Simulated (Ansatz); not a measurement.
## C3H7GeNO: where a starting geometry ends

The starting geometry of this gas-phase singlet was optimised with GFN2-xTB; its bonds are those of `[H]/N=C(\C=C)[O][GeH3]`.

| atom | x (Å) | y (Å) | z (Å) |
| --- | --- | --- | --- |
| C | -1.4277 | 1.8522 | 0.8452 |
| C | -0.6932 | 1.0144 | 0.1273 |
| C | 0.0488 | -0.1269 | 0.6818 |
| Ge | 1.7235 | -2.0936 | 0.6898 |
| N | -0.0309 | -0.6207 | 1.8543 |
| O | 0.8911 | -0.7041 | -0.1507 |
| H | -1.5341 | 1.7544 | 1.9140 |
| H | -1.9471 | 2.6792 | 0.3923 |
| H | -0.5809 | 1.1392 | -0.9407 |
| H | -0.6899 | -0.1665 | 2.4769 |
| H | 2.5935 | -2.5308 | -0.4515 |
| H | 0.6985 | -3.1144 | 1.0403 |
| H | 2.5230 | -1.5499 | 1.8214 |

Q: Predict what it relaxes into with r2SCAN-D4/def2-SVP.

A: It keeps its bonds, and is `[H]/N=C(\C=C)[O][GeH3]`.

The energy falls by 0.14 eV over 8 steps:

| step | E − E(last) (eV) |
| --- | --- |
| 1 | 0.136 |
| 2 | 0.019 |
| 3 | 0.006 |
| 4 | 0.003 |
| 5 | 0.001 |
| 6 | 0.000 |
| 7 | 0.000 |
| 8 | 0.000 |

Final geometry (Å):

```tsv
atom	x (Å)	y (Å)	z (Å)
C	-1.4591	1.8975	0.8171
C	-0.6965	1.0227	0.1500
C	0.0107	-0.1226	0.7725
Ge	1.7737	-2.1340	0.6423
N	-0.0956	-0.5886	1.9603
O	0.8632	-0.7077	-0.0792
H	-1.6127	1.8224	1.8996
H	-1.9530	2.7265	0.3040
H	-0.5372	1.1261	-0.9284
H	-0.7824	-0.0804	2.5197
H	2.6203	-2.5265	-0.5764
H	0.7917	-3.2429	1.0187
H	2.6513	-1.6602	1.8001
```

No frequencies were run, so the end isn't proven a minimum. Run with Ansatz 0.2.0, 16 s on 4 threads of Arm Neoverse V2, with other jobs on the host.
